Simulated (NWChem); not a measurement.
System: C5H7O, doublet; SMILES O=C1CCC[CH]1

```xyz
13

O     -0.0316     2.1604     0.0679
C     -0.0342     0.9270     0.0110
C     -1.1977     0.0561     0.0468
C     -0.8123    -1.3714    -0.1025
C      0.7115    -1.3880     0.2031
C      1.2036     0.0233    -0.1592
H     -2.2259     0.4435     0.1037
H     -1.4059    -2.0609     0.5363
H     -1.0114    -1.7091    -1.1515
H      0.8582    -1.5685     1.2881
H      1.2416    -2.1971    -0.3355
H      1.5264     0.0892    -1.2224
H      2.0488     0.3950     0.4522
```
Atoms are numbered in this order, from 1.

Results from NWChem. Pople sets run with spherical d functions. Spin-unrestricted. Structure relaxed at the PBE-D3(BJ)/def2-SVP, spin-unrestricted level. No stability test was run on the SCF state. B3LYP is NWChem's, with the RPA form of VWN correlation. Level: B3LYP/6-31G* with SMD (1 M gas to 1 M solution), gas-phase geometry. Reactions with the solvent are ignored.

| solvent | dielectric constant | solvation free energy (kcal/mol) | cavity-dispersion-structure term (kcal/mol) | dipole in solution (D) |
|---|---|---|---|---|
| water | 78.4 | -4.7 | 3.2 | 4.96 |
| toluene | 2.37 | -6.2 | [?] | [?] |
| 1-octanol | 9.86 | -6.5 | 0.0 | 4.67 |
| dimethyl sulfoxide | 46.8 | -6.4 | -1.8 | 4.31 |

What belongs in the gaps?


- toluene, cavity-dispersion-structure term (kcal/mol): -3.7
- toluene, dipole in solution (D): 3.91
